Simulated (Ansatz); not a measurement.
Reaction (cleavage of the B–B bond): `FBBCl` + `[OH][GeH3]` → `FB[O][GeH3]` + `BCl`

Gas-phase electronic energies from Ansatz, PBE0-D4/def2-TZVP geometries. CCSD(T)/CBS adds triple-zeta CCSD(T) − MP2 to the extrapolated MP2 energy (def2 sets, frozen cores). This one scheme is used for every species. Functionals use def2-TZVPP. HSE06 is defined as in plane-wave codes. For Ge outer-core shells are correlated without core-valence functions, which leaves a few kJ/mol of doubt a bond. Scalar relativity is left out up to krypton. Each species was taken in one conformer, which may not be the lowest.

`FBBCl`:

Cartesian coordinates in Å:
```
F 0.327 -1.747 0.740
B 0.607 -0.636 0.073
B -0.468 0.671 0.071
Cl -1.645 0.763 -1.214
H 1.653 -0.625 -0.525
H -0.473 1.574 0.854
```

`[OH][GeH3]`:

Z-matrix (Å, degrees):
```
Ge
O 1 1.783
H 1 1.531 2 104.3
H 1 1.541 2 109.9 3 119.6
H 1 1.541 2 109.9 3 -119.6
H 2 0.959 1 112.7 3 180.0
```

`FB[O][GeH3]`:

```xyz
8

F     1.242    0.864    2.340
B     0.937    0.220    1.219
O    -0.172    0.576    0.563
Ge   -0.799   -0.129   -0.964
H     1.678   -0.652    0.853
H     0.156   -1.245   -1.410
H    -0.847    1.027   -1.967
H    -2.196   -0.662   -0.633
```

`BCl`:

Cartesian coordinates in Å:
```
B -0.040 0.045 0.140
Cl 0.416 -0.466 -1.452
H 0.157 1.179 0.444
H -0.533 -0.758 0.868
```

```json
{"level": "HSE06-D4", "ΔE (kcal/mol)": "-42.7"}
{"level": "ωB97X-V", "ΔE (kcal/mol)": "-43.8"}
{"level": "ωB97M-V", "ΔE (kcal/mol)": "-45.1"}
{"level": "r2SCANh", "ΔE (kcal/mol)": "-44.7"}
{"level": "BHLYP", "ΔE (kcal/mol)": "-46.0"}
{"level": "MP2/def2-SVP", "ΔE (kcal/mol)": "-50.6"}
{"level": "CCSD/def2-SVP", "ΔE (kcal/mol)": "-48.9"}
{"level": "CCSD(T)/def2-SVP", "ΔE (kcal/mol)": "-49.1"}
```

Q: What does CCSD(T)/CBS give? (Best estimate.)

A: The calculation gave: -44.2 kcal/mol. The listed levels differ from it by 1.5, 0.4, -0.9, -0.5, -1.8, -6.4, -4.7, -4.9 kcal/mol.

Largest T1 diagnostic among the species: 0.014.

In def2-TZVPP, CCSD(T) changes the Hartree–Fock value by +2.2 kcal/mol (the triples alone add +0.1 kcal/mol) and MP2 by +1.0 kcal/mol. From PBE to PBE0 (25 % exact exchange), in def2-TZVPP and without D4, ΔE moves by −1.2 kcal/mol.
